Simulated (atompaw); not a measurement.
What one change does to a pseudopotential (Ce (Z = 58), PAW (atompaw))

```
Element                 : cerium (Ce)
Generator               : atompaw 4.2.0.5
Type                    : PAW
Functional              : PBE
Relativity              : scalar-relativistic
Frozen core             : [Kr] 4d10
Valence charge          : 12
Reference configuration : 4f1 5s2 5p6 5d1 6s2 6p0
Partial waves           : 5s (bound): rc 2.30 bohr; 6s (bound): rc 3.00 bohr; 5p (bound): rc 2.60 bohr; 6p (bound, empty): rc 2.90 bohr; 5d (bound): rc 3.00 bohr; 5d channel at 0.4 Ry: rc 3.00 bohr; 4f (bound): rc 1.85 bohr; 4f channel at 0.15 Ry: rc 1.85 bohr
Local potential         : bessel scheme, radius 2.05 bohr
Core correction         : smooth core density matched at 2.65 bohr
Augmentation charge     : sinc compensation charge, radius 2.70 bohr; PAW radius 3.00 bohr; waves and projectors: custom polynom gramschmidtortho
```

All-electron outer shells of the reference configuration (PBE, scalar-relativistic, ld1.x):

```
shell  level (eV)  outermost node (bohr)  outermost maximum (bohr)
   4p     -211.06                   0.33                      0.62
   4d     -110.49                   0.31                      0.66
   5s      -40.59                   0.75                      1.37
   5p      -23.22                   0.81                      1.55
   4f       -5.38                      –                      0.71
   6s       -3.74                   1.82                      3.72
   5d       -3.06                   0.92                      2.15
   6p       -1.35                   2.16                      4.90
```

Change: local potential bessel scheme, radius 1.52 bohr.

Cutoffs: the cutoffs (Ry, on a coarse ladder) from which the occupation-weighted sum of valence levels, in a spherical-Bessel basis at the reference potential, stays within 10 and 1 mRy of its value at 400 Ry; they do not see the model core or the augmentation charge, which bear on the density cutoff.

Q: What does the change do?

A: The potential gets neither clearly harder nor softer (30 Ry and 55 Ry → 30 Ry and 55 Ry); the bound ghost in p disappears. A state that the projectors do not describe sees the local part alone, so a deeper or shallower local part can create or remove a ghost.

| quantity | base | changed |
| --- | --- | --- |
| cutoff, loose | 30 Ry | 30 Ry |
| cutoff, tight | 55 Ry | 55 Ry |
| bound ghosts | p | none |
| s: phases at 3.01 bohr within 0.05 rad from the reference energy up to (Ry; the scan ends near 5) | 2.0 | 1.4 |
| p: phases at 3.01 bohr within 0.05 rad from the reference energy up to (Ry; the scan ends near 5) | n/a | 1.0 |
| d: phases at 3.01 bohr within 0.05 rad from the reference energy up to (Ry; the scan ends near 5) | 3.0 | 2.9 |
| f: phases at 3.01 bohr within 0.05 rad from the reference energy up to (Ry; the scan ends near 5) | 4.4 | 4.6 |
| lowest overlap eigenvalue by channel | s 0.60, p 0.69, d 0.94, f 0.99 | s 0.60, p 0.78, d 0.93, f 0.97 |

 A true bound ghost makes a file unfit for plane-wave use even where its test errors are small: the radial tests pick states by their node count and pass the ghost by. The cutoffs see the waves, projectors and local potential, not the compensation charge or the core.
